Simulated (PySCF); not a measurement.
From one molecule to another.

First species: C4H8ClFSi2.
SMILES: `F[SiH2][SiH2]C1=C(Cl)CC1`

Second species: C4H8ClFSi2.
Cartesian coordinates in Å at the GFN2-xTB level; atoms count from 1:
```xyz
16
C4H8ClFSi2 angstrom
C     -3.2725   -0.5607    0.8905
C     -2.3502   -0.6206   -0.0584
Si    -1.1986    0.7924   -0.5323
Cl    -1.0726    0.9013   -2.5511
C      0.5525    0.4101    0.1072
F      0.6141    0.3814    1.4715
C      1.6614    0.1686   -0.5817
Si     3.3594   -0.2127    0.1466
H     -3.9029   -1.4012    1.1361
H     -3.4366    0.3337    1.4686
H     -2.2326   -1.5521   -0.6025
H     -1.6460    2.0800   -0.0054
H      1.5625    0.2049   -1.6569
H      3.9057   -1.3455   -0.6067
H      3.2463   -0.5418    1.5634
H      4.2026    0.9711   -0.0460
```

Levels: CAM-B3LYP/def2-SVPD for dipole moment, HOMO energy, LUMO energy, HOMO–LUMO gap, static isotropic polarisability and electronic spatial extent ⟨r²⟩ about the centre of nuclear charge; TDDFT CAM-B3LYP/def2-SVPD for lowest singlet excitation; TDA CAM-B3LYP/def2-SVPD for lowest triplet excitation (Tamm–Dancoff); GFN2-xTB for rotational constant A and rotational constant C. Geometries: GFN2-xTB. Each structure is a single optimised conformer of the isolated species, non-relativistic unless stated; the electronic structure was computed with PySCF and density fitting.

Dipoles, sizes and rotational constants follow the conformer. The torsions of the flexible species, by atom-mapped SMILES:
- `[F:1][SiH2:2][SiH2:3][C:4]1=[C:5]([Cl:6])[CH2:7][CH2:8]1`: F1–Si2–Si3–C4 175°, Si2–Si3–C4–C5 8°
- `[CH2:1]=[CH:2][Si@H:3]([Cl:4])/[C:5]([F:6])=[CH:7]/[SiH3:8]`: C1–C2–Si3–Cl4 -137°, C2–Si3–C5–F6 -65°

Values for the first species:

| Property | Result |
| --- | --- |
| Dipole moment | 3.15 D |
| HOMO energy | -8.64 eV |
| LUMO energy | 0.28 eV |
| HOMO–LUMO gap | 8.92 eV |
| Lowest singlet excitation | 6.08 eV |
| Lowest triplet excitation (Tamm–Dancoff) | 3.95 eV |
| Static isotropic polarisability | 111.9 au |
| Electronic spatial extent ⟨r²⟩ about the centre of nuclear charge | 2023 bohr² |
| Rotational constant A | 1.889 GHz |
| Rotational constant C | 0.522 GHz |

Q: Estimate the same properties for the second species, and the change in each.

A: 
```json
{"property": "dipole moment", "first": "3.15 D", "second": "0.98 D", "second less first": "-2.17 D"}
{"property": "HOMO energy", "first": "-8.64 eV", "second": "-9.15 eV", "second less first": "-0.51 eV"}
{"property": "LUMO energy", "first": "0.28 eV", "second": "-0.02 eV", "second less first": "-0.30 eV"}
{"property": "HOMO–LUMO gap", "first": "8.92 eV", "second": "9.13 eV", "second less first": "+0.21 eV"}
{"property": "lowest singlet excitation", "first": "6.08 eV", "second": "6.29 eV", "second less first": "+0.21 eV"}
{"property": "lowest triplet excitation (Tamm–Dancoff)", "first": "3.95 eV", "second": "4.04 eV", "second less first": "+0.09 eV"}
{"property": "static isotropic polarisability", "first": "111.9 au", "second": "116.3 au", "second less first": "+4.4 au"}
{"property": "electronic spatial extent ⟨r²⟩ about the centre of nuclear charge", "first": "2023 bohr²", "second": "2201 bohr²", "second less first": "+178 bohr²"}
{"property": "rotational constant A", "first": "1.889 GHz", "second": "1.612 GHz", "second less first": "-0.277 GHz"}
{"property": "rotational constant C", "first": "0.522 GHz", "second": "0.500 GHz", "second less first": "-0.022 GHz"}
```

On the first: The 8 singlets span 6.08 to 7.26 eV, and their oscillator strengths add up to 0.35. The dipole equals about 10.5 × 10⁻³⁰ C·m (1 D = 3.33564 × 10⁻³⁰ C·m).

On the second: The principal polarisabilities are 91.0, 108.3 and 149.6 au; their mean is the isotropic value. In atomic units the dipole is 0.39 e·bohr (1 au = 2.5417 D).
